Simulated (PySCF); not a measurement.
CH5AlClN, SMILES C[NH][AlH][Cl].

Coordinates come from a B3LYP-D3(BJ)/def2-SVP optimisation. The values are those of a single conformer.

All values below come from PBE0/def2-TZVP run with PySCF.

Symmetry labels are those of the subgroup Cs that the program uses (full group Cs).

### Question
List the valence orbital energies around the gap with their symmetry. (The exact figures need the calculation; the answer reports its results.)

### Answer

| orbital | symmetry | energy (eV) |
|---|---|---|
| HOMO−7 | A' | -12.46 |
| HOMO−6 | A" | -11.98 |
| HOMO−5 | A' | -11.16 |
| HOMO−4 | A' | -9.96 |
| HOMO−3 | A' | -9.58 |
| HOMO−2 | A" | -9.27 |
| HOMO−1 | A' | -8.82 |
| HOMO | A" | -7.07 |
| LUMO | A" | -0.53 |
| LUMO+1 | A' | 0.16 |
| LUMO+2 | A' | 0.81 |
| LUMO+3 | A' | 2.06 |
